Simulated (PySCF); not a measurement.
# Radial density of W⁻ (tungsten, charge -1)

TPSSh, [Xe] 4f14 5d5 6s2, high-spin 6S determinant. Computed with PySCF 2.14 in aug-cc-pVQZ-PP with ECP60MDF (7s7p6d4f3g2h, 135 functions), with a scalar-relativistic core potential. This is the valence pseudo-density: the core potential removes the inner electrons and smooths the orbitals near the nucleus.

| r (bohr) | 4πr²ρ (e/bohr) | 4πr²(ρα − ρβ) |
| --- | --- | --- |
| 0.245 | 0.0003055 | 0.0000 |
| 0.413 | 0.06712 | 0.0026 |
| 0.694 | 4.024 | 0.2087 |
| 1.17 | 10.59 | 2.0285 |
| 1.96 | 3.877 | 2.2833 |
| 3.30 | 1.269 | 0.7648 |
| 5.56 | 0.2723 | 0.0424 |
| 9.35 | 0.03070 | -0.0142 |
| 15.7 | 0.0009109 | -0.0007 |

Energies and moments cover only the electrons outside the core potential. Spin-orbit coupling, which splits the p, d and f shells strongly at this Z, is absent. ⟨S²⟩ = 8.84 against 8.75 shows spin contamination. At TPSSh the highest occupied level has a positive energy, so only the finite basis holds that electron; in a semilocal or global hybrid functional this comes from self-interaction and does not mean that the real anion is unbound.

Task: Where is the radial spin density 4πr²(ρα − ρβ) most negative, and why is it negative at all?

Result: Around r = 9.35 bohr, down to -0.0142 e/bohr: exchange with the open shell polarises the paired shells in an unrestricted calculation.
